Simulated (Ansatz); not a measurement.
`[Cl][Sn]([Cl])([Cl])[Br]`, relaxed with RKS PBE-D4/def2-SVP in Ansatz 0.2.0 from a rough embedded geometry. The force threshold is 0.03 eV/Å; the program also tests the step.

Charge 0, multiplicity 1. Sn takes the def2 core potential.

Start:

```xyz
5

Cl    0.274    1.923   -1.359
Sn    0.015    0.033    0.008
Cl    1.796   -1.405   -0.405
Cl    0.067    0.598    2.247
Br   -2.152   -1.150   -0.491
```

```json
{"step": "1", "energy (eV)": "-113404.4690", "largest force (eV/Å)": "0.710", "largest move (Å)": "0.000"}
{"step": "2", "energy (eV)": "-113404.4887", "largest force (eV/Å)": "0.278", "largest move (Å)": "0.052"}
{"step": "3", "energy (eV)": "-113404.4920", "largest force (eV/Å)": "0.019", "largest move (Å)": "0.023"}
```

End:

```xyz
5

Cl    0.245    1.921   -1.331
Sn    0.013    0.007    0.003
Cl    1.811   -1.438   -0.422
Cl    0.065    0.642    2.260
Br   -2.134   -1.132   -0.511
```

Run time 3.6 s (4 threads of an Arm Neoverse V2 on a shared host); peak host memory 0.18 GiB.
